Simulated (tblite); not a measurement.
Compound: C2H10O2SSi2.
SMILES with atom numbers: `[CH3:1][O:2][SiH2:3][O:4][CH2:5][SiH2:6][SH:7]` (hydrogens: H8, H9, H10 on C1; H11, H12 on Si3; H13, H14 on C5; H15, H16 on Si6; H17 on S7)

Structure used (GFN2-xTB), in Å, numbered top down from 1:
```xyz
17
C2H10O2SSi2 angstrom
C      3.6126   -0.2255    0.3984
O      2.3160    0.1717    0.7002
Si     1.0366    0.0241   -0.2663
O     -0.0720    0.6793    0.6951
C     -1.4211    0.8929    0.3993
Si    -2.4523   -0.7000    0.5834
S     -4.5168   -0.1753    0.2900
H      3.9558    0.2318   -0.5327
H      3.6710   -1.3113    0.2893
H      4.2639    0.0892    1.2144
H      0.7417   -1.3790   -0.5836
H      1.1903    0.7705   -1.5188
H     -1.5227    1.2992   -0.6147
H     -1.7747    1.6670    1.0912
H     -2.2977   -1.2701    1.9176
H     -2.1988   -1.6544   -0.4842
H     -4.5389    0.9017    1.0610
```

All values are computed: GFN2-xTB (tblite) harmonic vibrations without scaling, gas phase. Against measured fundamentals such values can be off by several per cent, at times by over 20. Modes of hydrogen on silicon and sulfur can be 10 to 20 % off. One conformer, not necessarily the lowest.

Harmonic wavenumbers (cm⁻¹): 27.7, 33.0, 53.9, 82.1, 99.8, 112.8, 125.7, 138.2, 202.4, 269.9, 348.4, 439.3, 517.2, 553.5, 581.4, 627.5, 662.7, 707.4, 739.6, 758.5, 774.1, 789.3, 809.0, 847.7, 849.1, 1140.8, 1145.5, 1163.6, 1191.2, 1224.4, 1286.9, 1423.7, 1463.9, 1484.9, 1494.1, 2187.7, 2251.1, 2297.3, 2344.9, 2463.4, 2876.5, 2899.7, 2944.2, 2959.6, 2991.4.

A = 7059, B = 443.9, C = 437.0 MHz; mass 153.994 u (most abundant isotopes); point group C1, symmetry number 1.

Task: Zero-point energy?

Result: ½Σν̃ = 25192 cm⁻¹ = 72.03 kcal/mol.

Task: What is S at 500 K and 1 bar for an ideal gas of classical rigid rotors and harmonic oscillators?

Result: Translation 43.60, rotation 31.38, vibration 64.48: S = 139.5 cal/(mol K).

Task: And Cp and H(500 K) − H(0)?

Result: Cp = 57.32 cal/(mol K), of which vibrations give 49.37 (their classical limit is 45 R = 89.4); H(500 K) − H(0) = 18.47 kcal/mol without the zero-point energy, 14.49 from vibrations.

Task: How do the functions run with temperature in this model?

Result: 
```tsv
T (K)	S (cal/(mol K))	Cp (cal/(mol K))	H − H(0) (kcal/mol)	G − H(0) (kcal/mol)	ln q(vib)
100	79.2	24.1	1.71	-6.21	3.97
200	98.7	33.3	4.57	-15.17	8.10
300	114.0	42.6	8.38	-25.83	11.63
800	169.7	71.1	37.92	-97.83	25.92
1000	186.2	77.2	52.78	-133.46	30.65
```

q(vib) and H(0) count from the zero-point level.

Task: Which modes carry the vibrational entropy at 500 K?

Result: 27.7 cm⁻¹: 7.01; 33.0 cm⁻¹: 6.67; 53.9 cm⁻¹: 5.69; 82.1 cm⁻¹: 4.86; 99.8 cm⁻¹: 4.47; 112.8 cm⁻¹: 4.23 cal/(mol K); the other 39 give 31.55 together.

Hindered rotation and anharmonicity are outside this model. Other conformers, if any are populated, would add a mixing term that is left out. The structure is chiral; the term R ln 2 for an equal mix with its mirror image is left out.
